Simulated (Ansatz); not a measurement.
(MgO)3 ring (Mg3O3), relaxed as a singlet with RKS PBE0-D4/def2-SVP in Ansatz, starting from the GFN2-xTB geometry. Force threshold 0.02 eV/Å.

Start:

Cartesian coordinates in Å:
```
Mg -0.502 -1.659 -0.012
O -1.542 -0.465 -0.791
Mg -0.997 1.213 -0.737
O 0.516 1.718 0.019
Mg 1.498 0.447 0.750
O 1.027 -1.254 0.771
```

| step | energy (eV) | largest force component (eV/Å) | SCF passes |
| --- | --- | --- | --- |
| 1 | -22452.8110 | 1.798 | 25 |
| 2 | -22453.1072 | 1.038 | 29 |
| 3 | -22453.2527 | 0.215 | 31 |
| 4 | -22453.2629 | 0.005 | 31 |

Force components are those of the run's own axes.

End:

```xyz
6

Mg   -0.492   -1.633   -0.015
O    -1.675   -0.503   -0.849
Mg   -0.978    1.192   -0.729
O     0.561    1.862    0.018
Mg    1.470    0.441    0.744
O     1.115   -1.359    0.831
```

By distances, no bond broke or formed. The bond that changes most is Mg1–O2, from 1.76 to 1.84 Å (atoms count from 1).

No frequencies were taken in this run, so the end may be a saddle point.

It took 6 s on 4 threads of Arm Neoverse V2 on a shared host.
